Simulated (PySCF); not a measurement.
BrGaH3N, SMILES [NH2][GaH][Br].

Geometry optimised at TPSSh-D3(BJ)/def2-SVP. One conformer was computed; it need not be the lowest.

Calculation: PySCF with TDA-ωB97X/def2-SVPD.

Vertical excitations.  State labels are in the subgroup Cs.

Computed UV-visible absorptions:
| state | symmetry | energy (eV) | λ (nm) | f | main pairs |
|---|---|---|---|---|---|
| S1 | A" | 6.43 | 193 | 0.001 | HOMO−1→LUMO 93 % |
| S2 | A" | 6.50 | 191 | 0.016 | HOMO→LUMO+1 80 % |
| S3 | A' | 6.53 | 190 | 0.087 | HOMO→LUMO 88 % |
| S4 | A' | 6.90 | 180 | 0.069 | HOMO−1→LUMO+1 54 %, HOMO−1→LUMO+2 31 % |
| S5 | A" | 7.09 | 175 | 0.091 | HOMO→LUMO+2 42 %, HOMO−2→LUMO+1 35 %, HOMO→LUMO+3 7 % |
| S6 | A' | 7.30 | 170 | 0.061 | HOMO−2→LUMO 86 % |
| S7 | A" | 7.42 | 167 | 0.023 | HOMO−3→LUMO 90 % |
| S8 | A" | 7.61 | 163 | 0.022 | HOMO−2→LUMO+2 30 %, HOMO→LUMO+2 30 %, HOMO−2→LUMO+1 27 % |
| S9 | A' | 8.40 | 148 | 0.052 | HOMO−1→LUMO+2 38 %, HOMO−1→LUMO+1 27 %, HOMO−1→LUMO+3 9 %, HOMO−1→LUMO+9 7 % |
| S10 | A" | 8.40 | 148 | 0.006 | HOMO−4→LUMO 64 %, HOMO→LUMO+3 12 % |
| T1 | A' | 5.48 | 226 | 0 | HOMO→LUMO 89 % |
| T2 | A" | 6.13 | 202 | 0 | HOMO→LUMO+1 70 % |
| T3 | A" | 6.28 | 198 | 0 | HOMO−1→LUMO 84 % |
| T4 | A' | 6.39 | 194 | 0 | HOMO−1→LUMO+1 54 %, HOMO−1→LUMO+2 36 % |
Triplets are in the Tamm–Dancoff approximation.
